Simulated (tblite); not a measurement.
Compound: C3H10OSi3.
Cartesian coordinates in Å at the GFN2-xTB level; atoms count from 1:
```
atom  x, y, z in Å
O1    -0.0733    1.3337    2.5725
C2    -0.7965    0.7012    1.8344
C3    -0.6899    0.6498    0.3851
C4    -1.8848    0.1143   -0.4102
Si5   -1.0194   -1.0944   -1.6291
Si6    0.6876   -0.7075   -0.0491
Si7    2.8070    0.2313   -0.1078
H8    -1.5685    0.0203    2.2567
H9    -0.3333    1.6067    0.0014
H10   -2.5623   -0.4214    0.2571
H11   -2.4647    0.9176   -0.8622
H12   -0.8600   -0.5120   -2.9685
H13   -1.7470   -2.3567   -1.8140
H14    0.6065   -1.7485    1.0023
H15    2.8640    1.3057   -1.1048
H16    3.7547   -0.8015   -0.5403
H17    3.2729    0.7733    1.1667
```

Computed values, GFN2-xTB/tblite, gas phase, harmonic and unscaled. Errors from tens to a few hundred cm⁻¹ against measured bands are possible. Modes of hydrogen on silicon can be 10 to 20 % off. One conformer, not necessarily the lowest.

Harmonic wavenumbers (cm⁻¹): 43.6, 46.9, 65.6, 103.3, 126.6, 217.9, 288.5, 311.8, 347.8, 361.2, 424.9, 438.9, 475.1, 483.4, 528.4, 551.2, 608.2, 616.1, 627.8, 728.9, 752.9, 768.9, 799.6, 806.2, 810.0, 904.0, 995.8, 1032.7, 1120.5, 1170.9, 1209.1, 1297.1, 1401.4, 1484.1, 1717.6, 2072.4, 2188.3, 2201.0, 2224.9, 2226.0, 2274.8, 2696.2, 2960.8, 2970.5, 2998.3.

A = 1522, B = 1223, C = 736.4 MHz; mass 146.004 u (most abundant isotopes); point group C1, symmetry number 1.

Task: What is the zero-point energy?

Result: Half the sum of the wavenumbers: 24240 cm⁻¹ = 69.31 kcal/mol.

Task: Give the ideal-gas entropy at 200 K and 1 bar in the rigid-rotor, harmonic-oscillator model (classical rotation).

Result: Translation 38.89, rotation 28.65, vibration 23.39: S = 90.9 cal/(mol K).

Task: And Cp and H(200 K) − H(0)?

Result: Cp = 32.32 cal/(mol K), of which vibrations give 24.38 (their classical limit is 45 R = 89.4); H(200 K) − H(0) = 4.04 kcal/mol without the zero-point energy, 2.45 from vibrations.

Task: Which modes carry the vibrational entropy at 200 K?

Result: 43.6 cm⁻¹: 4.30; 46.9 cm⁻¹: 4.16; 65.6 cm⁻¹: 3.50; 103.3 cm⁻¹: 2.62; 126.6 cm⁻¹: 2.24; 217.9 cm⁻¹: 1.29 cal/(mol K); the other 39 give 5.29 together.

Task: Blend soft modes into free rotors: weight 1/[1 + (100 cm⁻¹/ν̃)⁴] for the oscillator and the rest for a rotor with moment μB/(μ + B), μ = h/(8π²ν), B = 10⁻⁴⁴ kg m². What vibrational entropy results?

Result: 20.93 cal/(mol K) in place of 23.39, which changes −T·S at 200 K by +0.49 kcal/mol.

Hindered rotation and anharmonicity are outside this model. Other conformers, if any are populated, would add a mixing term that is left out. The structure is chiral; the term R ln 2 for an equal mix with its mirror image is left out.
